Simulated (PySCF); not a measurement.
Geometry (Å), atoms numbered from 1 in this order:
```xyz
19

C    -2.0394    1.1884   -0.1188
C    -1.9873   -0.2844    0.1894
C    -1.3400   -0.7989    1.5127
P    -0.5648   -1.3642    0.0027
O    -0.5411   -2.7362   -0.5854
C     0.9428   -0.4435   -0.2695
C     1.9924   -0.7699   -1.0827
C     2.9579    0.2679   -0.9136
C     2.4199    1.1371   -0.0107
O     1.2026    0.7151    0.3859
H    -1.0731    1.6751    0.0753
H    -2.7979    1.6871    0.5068
H    -2.3012    1.3618   -1.1732
H    -2.9106   -0.8313   -0.0471
H    -0.7944   -0.0581    2.1090
H    -1.9245   -1.5084    2.1076
H     2.0503   -1.6552   -1.7117
H     3.9287    0.3550   -1.3962
H     2.7718    2.0653    0.4323
```

- PBE0-D3(BJ)/def2-SVP geometry
- σ from GIAO-PBE0/pcSseg-1
- run in PySCF
- fast rotation and ring inversion assumed for equivalent nuclei, isolated molecule, relativity neglected, one conformer

Chemical shifts δ = σref − σ; $^{13}$C (184.41 ppm) and $^{1}$H (31.27 ppm) vs TMS; $^{31}$P (310.13 ppm) against H3PO4; H2O for $^{17}$O (334.56 ppm), all at this level.

```tsv
atoms	nucleus	count	δ (ppm)
P4	$^{31}$P	1	-80.3
H15	$^{1}$H	1	?
O10	$^{17}$O	1	304.8
C6	$^{13}$C	1	?
C1	$^{13}$C	1	13.8
C3	$^{13}$C	1	?
C2	$^{13}$C	1	21.2
C9	$^{13}$C	1	152.1
H16	$^{1}$H	1	?
H17	$^{1}$H	1	7.66
H14	$^{1}$H	1	1.99
H18	$^{1}$H	1	6.71
C7	$^{13}$C	1	133.7
H19	$^{1}$H	1	?
H11/H12/H13	$^{1}$H	3	1.19
C8	$^{13}$C	1	118.0
O5	$^{17}$O	1	23.7
```

Q: Estimate the values marked ?.

A: 
- C6: 147.5 ppm, substituted aromatic carbon next to the ring oxygen
- C3: 18.7 ppm, three-membered-ring carbon; carbons of three-membered rings are unusually shielded
- H19: 7.62 ppm, hydrogen on an aromatic CH next to the ring oxygen; aromatic region
- H16: 2.06 ppm, hydrogen on a three-membered-ring carbon
- H15: 1.09 ppm, hydrogen on a three-membered-ring carbon; cyclopropane-type protons are shielded by the ring

Shifts are as computed. Against solution values, carbons near 30 ppm lie about +2 ppm off and those near 130 ppm about +5 ppm (rms about the fit 1.9 ppm; single classes can miss by 10 ppm). Of 1328 compounds with measured shifts, 309 miss one by over three times the rms of a fit or turn the order of signals round; such compounds aren't used in these exercises. Signals without a measured value on file couldn't be tested in this way; 1H shifts scatter by 0.2 ppm about their fit, and single ones miss by 0.5 ppm. Unscaled 17O shifts of doubly bonded oxygen tend to come out too high, by tens of ppm or more. Experimental scales use liquid or dissolved standards, which lie at an offset from isolated H2O (liquid H2O: subtract about 36 ppm) and H3PO4.
